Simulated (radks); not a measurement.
All-electron atom: Ti3+ in [Ar] 3d1 (the NIST ground configuration). All-electron calculation, scalar-relativistic Kohn-Sham, BLYP, spin-unpolarised, spherical densities, finite nucleus; Fermi nuclear charge, rms radius 3.5921 fm. Program: a radial shooting solver on a logarithmic mesh with Libxc functionals.

Normalised radial functions P(r) = r R(r), r in bohr:

| r | 1s | 2s |
|---|---|---|
| 0.002911 | 0.5734 | 0.1696 |
| 0.003701 | 0.7141 | 0.2111 |
| 0.004743 | 0.8915 | 0.2633 |
| 0.006029 | 1.0983 | 0.3241 |
| 0.007665 | 1.3427 | 0.3956 |
| 0.009744 | 1.6256 | 0.4777 |
| 0.01249 | 1.9550 | 0.5721 |
| 0.01587 | 2.3002 | 0.6687 |
| 0.02018 | 2.6527 | 0.7626 |
| 0.02565 | 2.9827 | 0.8412 |
| 0.03261 | 3.2478 | 0.8859 |
| 0.04179 | 3.3981 | 0.8694 |
| 0.05312 | 3.3691 | 0.7622 |
| 0.06753 | 3.1296 | 0.5359 |
| 0.08585 | 2.6776 | 0.1741 |
| 0.11 | 2.0435 | -0.3301 |
| 0.1399 | 1.3773 | -0.8876 |
| 0.1778 | 0.7872 | -1.4084 |
| 0.226 | 0.3655 | -1.7594 |
| 0.2873 | 0.1307 | -1.8297 |
| 0.3682 | 0.0320 | -1.5819 |
| 0.4681 | 0.0054 | -1.1303 |
| 0.595 | 0.0005 | -0.6478 |
| 0.7564 | 0.0000 | -0.2864 |
| 0.9694 | 0.0000 | -0.0883 |
| 1.232 | 0.0000 | -0.0190 |
| 1.567 | 0.0000 | -0.0025 |
| 1.991 | 0.0000 | -0.0002 |
| 2.532 | 0.0000 | 0.0000 |
| 3.244 | 0.0000 | 0.0000 |
| 4.124 | 0.0000 | 0.0000 |

1s: eigenvalue -4904.4 eV, 0 radial nodes, <r> = 0.0696 bohr, 90 % of the charge inside 0.124 bohr. 2s: eigenvalue -570.97 eV, 1 radial node at r = 0.0942 bohr, <r> = 0.325 bohr, 90 % of the charge inside 0.505 bohr.
